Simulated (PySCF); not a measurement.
Energy of Co²⁺ (cobalt, charge +2) between two integer charges

The 3d beta orbital of [Ar] 3d7 is emptied in steps (occupation f), with all orbitals relaxed, ending at [Ar] 3d6. Computed with PySCF 2.14 in jorge-DZP-DKH, with scalar relativity by spin-free X2C-1e. The exact energy is a straight line in f; departures are measured from the line between the end points of the same method.

Q: Among BHandHLYP, wB97X, B3LYP, which shows the largest delocalisation error (convex curve), and which is closest to linear?

A: Most convex: B3LYP (-1.525 eV at f = 0.4); closest to linear: BHandHLYP (-0.698 eV).

| f | BHandHLYP (eV) | wB97X (eV) | B3LYP (eV) |
| --- | --- | --- | --- |
| 1 | 0.000 | 0.000 | 0.000 |
| 0.8 | -0.455 | -0.503 | -1.007 |
| 0.6 | -0.690 | -0.761 | -1.518 |
| 0.4 | -0.698 | -0.766 | -1.525 |
| 0.2 | -0.471 | -0.512 | -1.022 |
| 0 | 0.000 | 0.000 | 0.000 |

```
   method  E(f=0) − E(f=1) (eV)  −ε at f=1 (eV)  −ε at f=0.4 (eV)
BHandHLYP                33.643          30.833            34.185
    wB97X                33.937          30.816            34.555
    B3LYP                34.344          28.082            35.578
```

Reference removal energy between the ground levels: 33.5 ± 0.06 eV (semi-empirical (NIST evaluation); NIST Atomic Spectra Database, ionization energies). The calculation has no spin-orbit coupling. The determinant left behind need not be the lowest term of the ion.
